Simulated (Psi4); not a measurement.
A dimer, C2H2 ··· C4H5N (SMILES C#C and c1cc[nH]c1); the first 4 atoms form monomer A.

```
14

C     -0.5919    -0.0869     0.0118
C      0.5919     0.0869    -0.0118
H     -1.6431    -0.2412     0.0327
H      1.6431     0.2412    -0.0327
C      0.5112     3.9594     3.7667
C      0.5400     2.8520     4.6577
C      0.3530     1.7158     3.9081
N      0.2128     2.1000     2.5997
C      0.3074     3.4640     2.5015
H      0.6267     4.9985     4.0251
H      0.6817     2.8861     5.7248
H      0.3087     0.6796     4.1949
H      0.0632     1.4755     1.8284
H      0.2232     3.9638     1.5522
```

**Question.** What interaction energy does SAPT0/jun-cc-pVDZ, frozen core run with Psi4 give, and which attractive term is the largest?

**Answer.** Total -2.60 kcal/mol: electrostatics -4.60, exchange 5.57, induction -1.44, dispersion -2.12. The most attractive term is electrostatics.
